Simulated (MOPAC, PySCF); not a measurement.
Constitutional and geometric isomers with formula C3H4S. Gas-phase values, no solvent. One relaxed conformer stands for each flexible species; it need not be the lowest. Strings in code marks are SMILES.

Quantity: electronic energy of isomers of C3H4S relative to `C=CC=S` (C–C–C–S torsion 180°), in kcal/mol. Semi-empirical values (MOPAC) are differences of heats of formation.

Level 1: PBE-D3(BJ)/def2-TZVP // PBE0-D3(BJ)/def2-TZVP (PySCF)
Level 2: B3LYP/3-21G // PBE0-D3(BJ)/def2-TZVP (PySCF)
Level 3: PBE/6-31G* // PBE0-D3(BJ)/def2-TZVP (PySCF)
Level 4: PM3 // PBE0-D3(BJ)/def2-TZVP (MOPAC)

```
species                           level 1  level 2  level 3  level 4
--------------------------------  -------  -------  -------  -------
`C=C=CS`                             14.2     22.7     18.6    -5.23
`SC1=CC1` (H–S–C–C torsion 180°)     30.3     52.7     33.9     14.0
`CC#CS`                              15.1     23.0     20.4    -16.0
```
